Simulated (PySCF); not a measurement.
Cl₂Zn, SMILES [Cl][Zn][Cl] (connectivity only; charge and spin as stated), charge -1, multiplicity 2. The structure is a stationary point at PBE0-D3(BJ)/def2-SVPD. The spin state was assumed, not searched. The isomer is the one that the SMILES or the coordinates give; other isomers of the formula were not compared.

Method: PySCF with PBE0-D3(BJ)/def2-SVPD.

Harmonic wavenumbers (cm⁻¹): 94, 269, 294. Rotational constants (GHz): 10.68, 1.820, 1.555; symmetry number 2.

Work out the zero-point energy and the ideal-gas rigid-rotor harmonic-oscillator thermochemistry at 298.15 K and 1 atm.

ZPE = ½ Σ hcν = ½ × 656 cm⁻¹ = 3.92 kJ/mol. H − E(el) = 18.13 kJ/mol. Entropy in J/(mol K): translation 170.04, rotation 106.23, vibration 27.77, spin 5.76, total 309.80. G − E(el) = -74.23 kJ/mol. Cp = 55.73 J/(mol K). Modes under 150 cm⁻¹ make the vibrational entropy uncertain.
